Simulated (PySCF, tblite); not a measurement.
Compound: C₇H₁₁BSi.
Cartesian coordinates in Å at the GFN2-xTB level; atoms count from 1:
```xyz
20
C7H11BSi angstrom
C      3.942    0.446   -1.811
C      3.558    0.073   -0.727
B      3.070   -0.383    0.606
Si     1.271    0.097    1.239
C     -0.066   -0.348   -0.026
C     -0.518    0.649   -1.044
C     -1.439    0.281    0.085
C     -2.626   -0.539   -0.177
C     -3.750   -0.466    0.518
H      4.282    0.768   -2.753
H      3.801   -1.027    1.261
H      0.848   -0.554    2.497
H      1.115    1.545    1.498
H     -0.073   -1.378   -0.368
H     -0.080    1.636   -1.031
H     -0.769    0.301   -2.037
H     -1.572    1.019    0.867
H     -2.535   -1.245   -0.994
H     -3.861    0.226    1.336
H     -4.600   -1.089    0.300
```

Jobs on this species (20 atoms, 72 electrons) with PySCF (density fitting) and tblite. Hardware of each: one thread of an Arm Neoverse V1, no GPU, on a shared host. The host was shared with other jobs, so the times are rough.

```
level and settings                                                             work  basis functions  SCF cycles  wall time
     PBE0/pcSseg-1  shieldings, ring-centre shieldings, charges and field gradients              215           ?          ?
          GFN2-xTB                                    Hessian by finite differences                –           –      0.9 s
          GFN2-xTB                                                L-BFGS relaxation                –           –     0.91 s
```

Question: Fill in the missing figures.

Answer: 
- PBE0/pcSseg-1; shieldings, ring-centre shieldings, charges and field gradients: 47 s, 14 SCF cycles

Question: What do all jobs in the table cost together?

Answer: About 49 s; the longest takes about 96 % of that, and about 52 times as long as the shortest.
